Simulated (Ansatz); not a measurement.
Two isomers of CH7BFNSi: A = `BC[SiH](N)F`, B = `C[SiH](F)BN`.

Computed with Ansatz on PBE0-D4/def2-TZVP structures; ΔE is electronic, products minus reactants. CCSD(T)/CBS is the MP2 limit (def2-TZVPP, def2-QZVPP) plus CCSD(T) − MP2 in def2-TZVPP, frozen cores. DFT in def2-TZVPP. B3LYP here is the variant with VWN-RPA as its local correlation; programs differ in this. One conformer a species, not always the lowest.

Q: Which is lower in electronic energy at CCSD(T)/CBS, and by how much? (An estimate is asked.)

A: Computed: B, by 35.8 kJ/mol.

Q: Give E(B) − E(A) in kJ/mol with CCSD(T)/def2-SVP, CCSD/def2-TZVPP, ωB97M-V, B3LYP, B2PLYP, MP2/def2-TZVPP, PBE-D4. (An estimate is asked.)

A: Computed: CCSD(T)/def2-SVP -63.0, CCSD/def2-TZVPP -35.7, ωB97M-V -34.7, B3LYP -45.2, B2PLYP -39.5, MP2/def2-TZVPP -30.9, PBE-D4 -54.3. None reverses the order clearly.

Q: Does the order hold for the free energy at 298.15 K (harmonic terms from PBE0-D4)? (Estimate.)

A: Computed: Yes: G(B) − G(A) = -26.6 kJ/mol, for one conformer each. Modes under 60 cm⁻¹, often nearly free rotors, make the harmonic entropy too high.

Largest T1 diagnostic: 0.012.

In def2-TZVPP, CCSD(T) changes the Hartree–Fock value by −14.2 kJ/mol (the triples alone add −2.2 kJ/mol) and MP2 by −7.1 kJ/mol. Leaving LDA and LC-ωPBE aside and taking each functional with its dispersion term where it has one, the values, not all of them listed here, spread over 20.3 kJ/mol, from PBE-D4 to BHLYP-D4.
